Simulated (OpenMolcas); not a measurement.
Ag2+ (d9) on a cation site of an ionic host was computed by SS-CASPT2, IPEA 0.25 Eh, imaginary shift 0.1 Eh with the d shell active (OpenMolcas, ANO-RCC-VTZP on the metal). Its lowest spin-free states, and all those of the highest spin:

```csv
2S+1,Degeneracy,E (cm-1)
2,3,0
2,2,7200
```

Q: Is the site octahedral, tetrahedral or cube-like, axial, or of lower symmetry?

A: The states with 2S+1 = 2 have orbital degeneracies 3, 2. Threefold states need a cubic site. For d9 at this spin an octahedron puts the twofold E below the threefold T2 and a tetrahedron or cube puts the threefold T2 below the twofold E, so the site is a tetrahedron or a cube, which this pattern cannot tell apart. The first gap at this spin, 7200 cm-1, is |10Dq| in ligand-field theory. The run had Ag2+ with its 8 nearest fluoride ions at 2.375 Å, on the Ca site of CaF2 (a = 5.46294 Å, distance in the model lattice 2.366 Å). The rest of the host is ab initio model potentials to 7.6 Å and point charges beyond; the distance is set by hand and nothing relaxes. Ligand basis ANO-RCC-VDZP.

Roots that are degenerate in the reference are averaged as groups; the widest CASPT2 spread within a group is 54 cm-1 (the 3-fold group of multiplicity 2 near 0 cm-1 above the lowest state of its run). Shifts and gaps below about the spread of the groups concerned are not significant. Over all roots computed the reference weight is 0.69; a low but even weight reflects the number of correlated electrons. An orbital triplet at a regular site is open to Jahn-Teller coupling, which can distort the site and quench the lowest spin-orbit gaps and is left out. Ligand-to-metal charge-transfer states are missing. With one d shell and no ligand orbital active, 10Dq can be off by a tenth or more. Free-ion shares, where given, are those of the reference states; single-state CASPT2 does not remix them. No measured value stands beside these numbers; the geometry was set by hand and not optimised.
